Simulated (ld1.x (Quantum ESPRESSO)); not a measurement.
## Eu (Z = 63), PAW: configuration errors across variants

ld1.x (Quantum ESPRESSO) 7.5 input, shortened:

```
&input
   title='Eu', zed=63., rel=1, dft='PBE', iswitch=3,
   config='[Xe] 4f7 5d1 6s1 6p0'
 /
 &inputp
   pseudotype=3, lpaw=.true., tm=.true., lloc=-2, rcloc=1.85,
   nlcc=.true., new_core_ps=.true., rcore=1.05,
   which_augfun='BESSEL', rmatch_augfun=1.85
 /
6
5S  1  0   2.00   0.00  2.00  2.25  0.0
6S  2  0   1.00   0.00  2.00  2.25  0.0
5P  2  1   6.00   0.00  2.15  2.40  0.0
6P  3  1   0.00   0.00  2.15  2.40  0.0
5D  3  2   1.00   0.00  2.65  3.30  0.0
5D  3  2   0.00   2.15  2.65  3.30  0.0
 &test
   configts(1)='5s2 5p6 5d1 6s1 6p0'
 /
```

All-electron excitation energies from the reference (eV): (1) 5s2 5p6 5d0 6s2 6p0 -2.161; (2) 5s2 5p6 5d0 6s1 6p0 3.857; (3) 5s2 5p6 5d0 6s0 6p0 15.093; (4) 5s2 5p6 5d1 6s0 6p0 5.441; (5) 5s2 5p6 5d0 6s0 6p2 2.969; (6) 5s2 5p6 5d0 6s1 6p1 0.336; (7) 5s2 5p6 5d0 6s1.5 6p0 0.234.

Errors AE − PS in meV (a dash: test not solved or not reliable):

| change | (1) | (2) | (3) | (4) | (5) | (6) | (7) | bound ghosts |
| --- | --- | --- | --- | --- | --- | --- | --- | --- |
| base | -8.8 | -63 | -202 | -17 | -60 | -31 | -28 | none |
| core correction a·sin(br)/r model core, default radius (ld1.x builds one for every PAW set, though the input has nlcc=.false.) | -14 | -56 | -149 | +4.6 | -61 | -34 | -31 | none |
| core correction Bessel-smoothed model core inside 1.02 bohr | -8.8 | -63 | -202 | -17 | -60 | -31 | -28 | none |
| core correction Bessel-smoothed model core inside 1.40 bohr | -8.9 | -63 | -203 | -17 | -60 | -31 | -28 | none |
| core correction Bessel-smoothed model core inside 1.60 bohr | -9.0 | -63 | -204 | -17 | -61 | -31 | -28 | none |
| core correction Bessel-smoothed model core inside 2.04 bohr | -9.3 | -63 | -204 | -17 | -62 | -31 | -28 | none |
| core correction Bessel-smoothed model core inside 2.60 bohr | -9.4 | -63 | -205 | -17 | -63 | -31 | -28 | none |

Give the same row for: core correction Bessel-smoothed model core inside 2.36 bohr.

-9.4, -63, -205, -17, -63, -31, -28; bound ghosts: none.
